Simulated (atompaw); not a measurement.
**u(r) = r·R(r): atom against pseudo-atom (copper (Cu))**

Columns: radius, all-electron u(r) and pseudo u(r) of the 3d shell (level -7.18 eV) of copper in the configuration [Ar] 3d10 4s0 4p1; PBEsol, scalar-relativistic, PAW (atompaw) scheme, atompaw 4.2.0.5.

| r (bohr) | all-electron | pseudo |
| --- | --- | --- |
| 0.115 | 0.1395 | 0.0119 |
| 0.231 | 0.4792 | 0.0877 |
| 0.346 | 0.7617 | 0.2526 |
| 0.462 | 0.9209 | 0.4812 |
| 0.577 | 0.9738 | 0.7013 |
| 0.692 | 0.9604 | 0.8458 |
| 0.808 | 0.9116 | 0.8855 |
| 0.923 | 0.8478 | 0.8462 |
| 1.038 | 0.7795 | 0.7795 |
| 1.154 | 0.7116 | 0.7116 |
| 1.269 | 0.6480 | 0.6480 |
| 1.385 | 0.5888 | 0.5888 |
| 1.500 | 0.5351 | 0.5351 |
| 1.615 | 0.4863 | 0.4863 |
| 1.731 | 0.4418 | 0.4418 |
| 1.846 | 0.4020 | 0.4020 |
| 1.962 | 0.3657 | 0.3657 |
| 2.077 | 0.3331 | 0.3331 |
| 2.192 | 0.3037 | 0.3037 |
| 2.308 | 0.2769 | 0.2769 |
| 2.423 | 0.2528 | 0.2528 |
| 2.538 | 0.2309 | 0.2309 |
| 2.654 | 0.2110 | 0.2110 |
| 2.769 | 0.1930 | 0.1930 |
| 2.885 | 0.1765 | 0.1765 |
| 3.000 | 0.1616 | 0.1616 |

Question: How many radial nodes do the two functions have?

Answer: The all-electron 3d function has n − l − 1 = 0; the pseudo-wave has 0.

Question: At about which radius was the pseudo-wave matched?

Answer: 1.05 bohr, where the columns begin to agree (steps of 0.12 bohr).

Question: Is the pseudo-wave norm-conserving?

Answer: No, it belongs to a PAW set: the norm inside the radius is not constrained, and the difference is carried by the augmentation charge.
